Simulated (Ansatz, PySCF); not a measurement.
Si(F)3(SeH) (F₃HSeSi), SMILES F[Si](F)(F)[SeH]. Atoms are numbered in the order given.

```xyz
6

F     -1.2877    -0.3308    -1.3390
Si    -0.7688     0.3378     0.0242
F     -0.9823     1.9180    -0.1550
F     -1.7088    -0.1649     1.2213
Se     1.3456    -0.2187     0.5360
H      1.8404     0.3775    -0.7219
```
Charge 0, spin multiplicity 1.

Geometry optimised at B3LYP-D3(BJ)/def2-SVP. The structure was generated by enumeration, and PubChem lists no compound with its InChIKey, so it may never have been made. Other conformers were not sampled.

Two levels are set side by side: PBE-D3(BJ)/def2-SVP (Ansatz, an electronic-structure program) and B3LYP-D3(BJ)/def2-SVP (Ansatz). Each level has its own optimised geometry; the coordinates shown are those of the second. Frequencies come from the Hessian of PySCF at each geometry. Differences are taken from unrounded values.

| quantity | B3LYP-D3(BJ) | PBE-D3(BJ) | PBE-D3(BJ) minus B3LYP-D3(BJ) |
|---|---|---|---|
| mean bond length (Å) | 1.707 | 1.717 | 0.010 |
| bond F1–Si2 (Å) | 1.605 | 1.617 | 0.013 |
| bond Si2–F3 (Å) | 1.605 | 1.617 | 0.013 |
| bond Si2–F4 (Å) | 1.603 | 1.615 | 0.012 |
| bond Si2–Se5 (Å) | 2.246 | 2.250 | 0.004 |
| bond Se5–H6 (Å) | 1.477 | 1.487 | 0.009 |
| highest harmonic wavenumber (cm⁻¹) | 2407 | 2357 | -50 |
| mean harmonic wavenumber (cm⁻¹) | 644 | 625 | -19 |
| zero-point energy (kcal/mol) | 11.04 | 10.72 | -0.32 |

GGA bonds tend to be longer and softer than those of functionals with exact exchange. Differences between two approximate levels are no errors against the true value.
